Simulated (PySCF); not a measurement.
B(F)(NHMe)(OH) (CH5BFNO), SMILES FB(O)NC. Heavy atoms are numbered as in [B:1]([F:2])([NH:3][CH3:4])[OH:9]. Hydrogens are named by the atom that carries them.

Geometry: r2SCAN-D4/def2-SVP. This is a generated structure with no PubChem entry under its InChIKey; it may be hypothetical. One conformer was computed; it need not be the lowest.

Method: PBE0/pcSseg-1 in PySCF.

GIAO shieldings, no solvent; atoms alike by connectivity are averaged. δ = σ(ref) − σ: ¹¹B against BF3 (σ = 88.8 ppm); ¹⁹F against CFCl3 (σ = 167.2 ppm); ¹⁵N against NH3 (σ = 267.4 ppm); ¹³C against TMS (σ = 186.3 ppm); ¹H against TMS (σ = 31.56 ppm); ¹⁷O against H2O (σ = 334.2 ppm), references at their B3LYP-D3(BJ)/def2-TZVP geometries, non-relativistic.

```
nucleus     atoms  count  δ (ppm)
-------  --------  -----  -------
¹¹B            B1      1      8.0
¹⁹F            F2      1   -148.9
¹⁵N       N3 (NH)      1     56.1
¹³C      C4 (CH3)      1     32.0
¹H        H on O9      1     3.15
¹H        H on C4      3     2.81
¹H        H on N3      1     1.99
¹⁷O       O9 (OH)      1     75.7
```
